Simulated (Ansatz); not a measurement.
System: C4H6, charge 0, singlet. C4H6 (buta-1,2-diene, SMILES C=C=CC).
B3LYP-D3(BJ)/def2-TZVP minimum from Ansatz (an electronic-structure program):
```xyz
10

C      1.9066     0.3489    -0.1390
C      0.6909    -0.1159    -0.1289
C     -0.5275    -0.5733    -0.1159
C     -1.7383     0.2169     0.3000
H      2.5512     0.2669     0.7294
H      2.3203     0.8326    -1.0172
H     -0.6922    -1.6021    -0.4273
H     -2.4617     0.2753    -0.5175
H     -2.2422    -0.2626     1.1433
H     -1.4658     1.2301     0.5921
```

Atomisation energy term by term, kcal/mol (programs: Ansatz). Radicals and triplets start from unrestricted determinants; spin-orbit coupling is neglected. Cores are frozen in correlated methods. Rows without X2C or -DK are non-relativistic. CBS(X,Y): correlation extrapolated as X^-3, Hartree-Fock from the larger set. A bracket is a step between two methods taken in the basis named. 'core' is core correlation in cc-pwCVTZ, 'X2C' scalar relativity in cc-pVTZ-DK, both at CCSD(T). Where a partner has so few electrons that a lower coupled-cluster level is exact, that level stands in.

```csv
term,basis,kcal/mol
Hartree-Fock,cc-pVQZ,749.05
CCSD correlation,"CBS(cc-pVTZ,cc-pVQZ)",231.34
(T),"CBS(cc-pVTZ,cc-pVQZ)",16.26
CCSDT(Q) - CCSD(T),cc-pVDZ,0.68
core correlation,cc-pwCVTZ,4.65
scalar relativity,"X2C, cc-pVTZ-DK",-0.67
sum: De,,1001.3
```
